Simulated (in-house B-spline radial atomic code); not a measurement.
Successive ionisation energies of osmium; each step leads to the configuration of the next row (after the last: [Ar] 3d3). NIST's values go from ground level to ground level; the uncertainty of those that are theory runs from under 0.1 % in few-electron ions to several per cent in heavy many-electron ones. Computed with an all-electron radial atomic-structure program (B-spline basis): non-relativistic Hartree-Fock, average of the configuration, point nuclei.

This level leaves out relativity, spin-orbit splitting included, which matters for heavy ions.

```json
{"ion": "Os44+", "configuration": "[Ar] 3d10 4s2 4p2", "ionisation energy (eV)": "2199.1", "tabulated value (eV)": "2336", "tabulated kind": "tabulated theory", "computed minus tabulated (eV)": "-137", "highest orbital": "4p", "largest mean radius (bohr)": "0.40924"}
{"ion": "Os45+", "configuration": "[Ar] 3d10 4s2 4p1", "ionisation energy (eV)": "2256.4", "tabulated value (eV)": "2400", "tabulated kind": "tabulated theory", "computed minus tabulated (eV)": "-144", "highest orbital": "4p", "largest mean radius (bohr)": "0.40751"}
{"ion": "Os46+", "configuration": "[Ar] 3d10 4s2", "ionisation energy (eV)": "2391.7", "tabulated value (eV)": "2552", "tabulated kind": "tabulated theory", "computed minus tabulated (eV)": "-160", "highest orbital": "4s", "largest mean radius (bohr)": "0.4058"}
{"ion": "Os47+", "configuration": "[Ar] 3d10 4s1", "ionisation energy (eV)": "?", "tabulated value (eV)": "?", "tabulated kind": "semi-empirical", "computed minus tabulated (eV)": "?", "highest orbital": "?", "largest mean radius (bohr)": "?"}
{"ion": "Os48+", "configuration": "[Ar] 3d10", "ionisation energy (eV)": "4398.0", "tabulated value (eV)": "4374", "tabulated kind": "tabulated theory", "computed minus tabulated (eV)": "24", "highest orbital": "3d", "largest mean radius (bohr)": "0.20738"}
{"ion": "Os49+", "configuration": "[Ar] 3d9", "ionisation energy (eV)": "4530.1", "tabulated value (eV)": "4501", "tabulated kind": "tabulated theory", "computed minus tabulated (eV)": "29", "highest orbital": "3d", "largest mean radius (bohr)": "0.20637"}
{"ion": "Os50+", "configuration": "[Ar] 3d8", "ionisation energy (eV)": "4663.8", "tabulated value (eV)": "4635", "tabulated kind": "tabulated theory", "computed minus tabulated (eV)": "29", "highest orbital": "3d", "largest mean radius (bohr)": "0.20536"}
{"ion": "Os51+", "configuration": "[Ar] 3d7", "ionisation energy (eV)": "?", "tabulated value (eV)": "?", "tabulated kind": "tabulated theory", "computed minus tabulated (eV)": "?", "highest orbital": "?", "largest mean radius (bohr)": "?"}
{"ion": "Os52+", "configuration": "[Ar] 3d6", "ionisation energy (eV)": "4935.5", "tabulated value (eV)": "4917", "tabulated kind": "tabulated theory", "computed minus tabulated (eV)": "18", "highest orbital": "3d", "largest mean radius (bohr)": "0.20336"}
{"ion": "Os53+", "configuration": "[Ar] 3d5", "ionisation energy (eV)": "?", "tabulated value (eV)": "?", "tabulated kind": "tabulated theory", "computed minus tabulated (eV)": "?", "highest orbital": "?", "largest mean radius (bohr)": "?"}
{"ion": "Os54+", "configuration": "[Ar] 3d4", "ionisation energy (eV)": "5213.1", "tabulated value (eV)": "5280", "tabulated kind": "tabulated theory", "computed minus tabulated (eV)": "-67", "highest orbital": "3d", "largest mean radius (bohr)": "0.20139"}
```

Q: Fill in the row of Os47+.

A: ionisation energy (eV): 2451.6; tabulated value (eV): 2615.5; computed minus tabulated (eV): -164; highest orbital: 4s; largest mean radius (bohr): 0.40373.

Q: Fill in the row of Os51+.

A: ionisation energy (eV): 4798.9; tabulated value (eV): 4779; computed minus tabulated (eV): 20; highest orbital: 3d; largest mean radius (bohr): 0.20436.

Q: Fill in the row of Os53+.

A: ionisation energy (eV): 5073.6; tabulated value (eV): 5052; computed minus tabulated (eV): 22; highest orbital: 3d; largest mean radius (bohr): 0.20237.

Q: Where is the largest jump?

A: From Os47+ to Os48+, by a factor of 1.79 (2451.6 to 4398 eV); the highest orbital goes from 4s to 3d.
